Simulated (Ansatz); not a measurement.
C3H3 (SMILES [CH]1C=C1), doublet, geometry from GFN2-xTB; WB97X/6-31G* in Ansatz (a quantum-chemistry and plane-wave program).

Input for Ansatz:
Ansatz 0.2 input:
```yaml
crystal:
  periodic: [false, false, false]
  atoms:
    - {symbol: C, position_ang: [0.01137253, 0.00043044, 0.89107543]}
    - {symbol: C, position_ang: [0.06264617, -0.66008582, -0.41729858]}
    - {symbol: C, position_ang: [0.04247067, 0.66144996, -0.41767946]}
    - {symbol: H, position_ang: [-0.79304238, -0.01164344, 1.60888743]}
    - {symbol: H, position_ang: [0.07098274, -1.56700412, -0.97228411]}
    - {symbol: H, position_ang: [0.02312338, 1.56788010, -0.97318762]}
basis:
  gaussian:
    orbitals: 6-31G*
hamiltonian:
  xc: {name: wB97X}
magnetization: {spin_polarized: true, initial_magnetization: 1}
```

### Question
What does Ansatz print? Leave out banner, timings and long lists.

### Answer

```
Functional definition: wB97X
528 factors; integrals over basis functions are off by at most 1.3e-3 eV
129 factors; integrals over basis functions are off by at most 4.3e-6 eV
mean field evaluation 1: about -3152.6228 eV, gradient 1.6e1 eV
mean field evaluation 2: about -3153.6394 eV, gradient 9.8e0 eV
mean field evaluation 4: about -3154.0969 eV, gradient 7.4e-1 eV
mean field evaluation 8: about -3154.2217 eV, gradient 1.9e-2 eV
mean field evaluation 16: about -3154.2217 eV, gradient 4.4e-5 eV
mean field -3154.22168283 eV, -115.9155088358 hartree, gradient 1.2e-5 eV, S^2 0.753152; 0 other end points of the search recorded, 0 dependent functions left out
reference -3154.22166777 eV, -115.9155082823 hartree; 11, 10 occupied and 40, 41 virtual orbitals, 528 factors
Total energy: -3154.22166777 eV, -115.9155082823 hartree
```
